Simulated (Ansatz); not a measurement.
`CO[Si](C)(N)F`. Charge 0, multiplicity 1. All single points use the PBE0-D4/def2-TZVP geometry. It is one conformer, not always the lowest.

```xyz
14

C    -0.158   -2.198    0.376
O     0.531   -0.968    0.412
Si   -0.150    0.493    0.182
C     1.229    1.714    0.290
N    -1.102    0.500   -1.230
F    -1.211    0.814    1.340
H    -0.943   -2.197   -0.387
H     0.559   -2.988    0.145
H    -0.613   -2.413    1.348
H     1.770    1.606    1.233
H     0.847    2.735    0.224
H     1.941    1.565   -0.525
H    -1.978    0.993   -1.262
H    -0.720    0.343   -2.146
```

Q: What is the dipole moment at PBE/def2-TZVPP? (An estimate is asked.)

A: Ansatz gave: 1.99 D, with components (-0.07, -0.01, -1.99) D in this frame, pointing from negative to positive charge.

Q: And with r2SCAN, B3LYP, ωB97M-V? (Estimate.)

A: The calculation gave: r2SCAN 2.02 D, B3LYP 2.04 D, ωB97M-V 2.04 D.

Q: Give the Mulliken charges with PBE, B3LYP, ωB97M-V in def2-TZVPP. (Best estimate.)

A: Computed: 
```csv
atom,PBE,B3LYP,ωB97M-V
C1,-0.12,-0.11,-0.17
O2,-0.31,-0.39,-0.37
Si3,0.61,0.76,0.74
C4,-0.39,-0.39,-0.45
N5,-0.39,-0.41,-0.37
F6,-0.30,-0.34,-0.32
H7,0.08,0.09,0.11
H8,0.10,0.11,0.12
H9,0.10,0.10,0.12
H10,0.11,0.10,0.12
H11,0.10,0.10,0.11
H12,0.10,0.09,0.11
H13,0.16,0.15,0.13
H14,0.15,0.13,0.11
```

B3LYP here is the variant with VWN-RPA as its local correlation; programs differ in this.
